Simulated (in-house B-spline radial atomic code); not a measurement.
Values are calculated unless marked as measured or tabulated.
**Making a Troullier-Martins p channel for In, r_c = 2.51 bohr**

In, [Kr] 4d10 5s2 5p1, non-relativistic PBE, spherical and spin-unpolarised, from an all-electron radial atomic-structure program (B-spline basis) (atomic units). The all-electron 5p level is ε = -0.095592 hartree, its outermost node lies just inside 1.18 bohr and its outer maximum at 2.88 bohr.

Inside r_c the pseudo-orbital is u(r) = r^2 exp(p(r)), with p = c0 + c2 r² + c4 r⁴ + … + c12 r¹². The seven coefficients follow from p and its first four derivatives at r_c, from zero curvature of the screened potential at the origin, c4 = −c2²/(2l + 5), and from the norm inside r_c. At r_c the all-electron orbital has P = 0.5362894, P' = 0.09288347, the screened potential V = -0.5315624, V' = 0.4674266, V'' = -0.6526961, and the norm inside is Q = 0.2162573.

**Question.** What are p, p' and p'' at r_c?

**Answer.** p = ln(P/r_c^2) = ln(0.5362894/6.3001) = -2.46365. p' = P'/P − 2/r_c = 0.17320 − 0.79681 = -0.62362. The radial equation gives p'' = 2(V − ε) − 2(2) p'/r_c − p'² = -0.87194 − (-0.99381) − 0.38890 = -0.26703. Differentiating, p''' = 2V' + 2(2)p'/r_c² − 2(2)p''/r_c − 2p'p'' = 0.63141, and p'''' = 2V'' − 4(2)p'/r_c³ + 4(2)p''/r_c² − 2(2)p'''/r_c − 2p''² − 2p'p''' = -1.6903.

For a trial c2 the five matching conditions are linear in c0, c6, c8, c10 and c12, and c2 is varied until the norm inside r_c equals Q. The root nearest zero gives:

```
 n            c_n
 0      -2.234944
 2      0.1076988
 4   -0.001657004
 6    -0.01417095
 8     0.00298859
10  -0.0002523672
12   7.975343e-06
```

**Question.** Check c4 and p(r_c), and find the screened pseudopotential at the origin.

**Answer.** −c2²/7 = -0.001657, as listed. The terms c_n r_c^n are -2.23494, 0.67851, -0.06577, -3.54357, 4.70821, -2.50478, 0.49869, which sum to -2.46365. Inverting the radial equation, V_l(r) = ε + 2 p'/r + (p'' + p'²)/2, so V_l(0) = ε + (2l + 3) c2 = -0.095592 + 5 × (0.107699) = 0.4429 hartree, finite where the all-electron potential diverges.

Orbitals and screened potentials:

```json
{"r (bohr)": "0.251", "P": "0.1362", "u": "0.006787", "V all-electron": "-82.49", "V pseudo": "0.4414"}
{"r (bohr)": "0.628", "P": "-0.2001", "u": "0.04398", "V all-electron": "-15.16", "V pseudo": "0.3899"}
{"r (bohr)": "1.004", "P": "-0.1061", "u": "0.1186", "V all-electron": "-5.198", "V pseudo": "0.1597"}
{"r (bohr)": "1.38", "P": "0.1546", "u": "0.2331", "V all-electron": "-2.302", "V pseudo": "-0.2777"}
{"r (bohr)": "1.757", "P": "0.3564", "u": "0.3677", "V all-electron": "-1.239", "V pseudo": "-0.6748"}
{"r (bohr)": "2.133", "P": "0.4771", "u": "0.4774", "V all-electron": "-0.7702", "V pseudo": "-0.72"}
{"r (bohr)": "2.51", "P": "0.5363", "u": "0.5363", "V all-electron": "-0.5316", "V pseudo": "-0.5316"}
```

Logarithmic derivatives P'/P at R = 2.81 bohr, for energies E around ε:

| E − ε (hartree) | all-electron | pseudo |
| --- | --- | --- |
| -0.5 | 0.766018 | 0.762472 |
| -0.25 | 0.451524 | 0.450105 |
| -0.1 | 0.216308 | 0.215992 |
| 0 | 0.0303527 | 0.0303536 |
| 0.1 | -0.188259 | -0.188797 |
| 0.25 | -0.607557 | -0.613006 |
| 0.5 | -1.82146 | -1.88584 |

**Question.** With P(R) = 0.5521068 and a norm of 0.3057308 inside R, what slope in energy does norm conservation fix?

**Answer.** d(P'/P)/dE = −2 × (norm inside R)/P(R)² = -2.0060 per hartree·bohr at E = ε, for both atoms, since orbital and norm agree at R. Differences over ±0.1 hartree give -2.0228 (all-electron) and -2.0239 (pseudo), which also hold third-order terms. Half a hartree below ε the two curves differ by -0.0035.
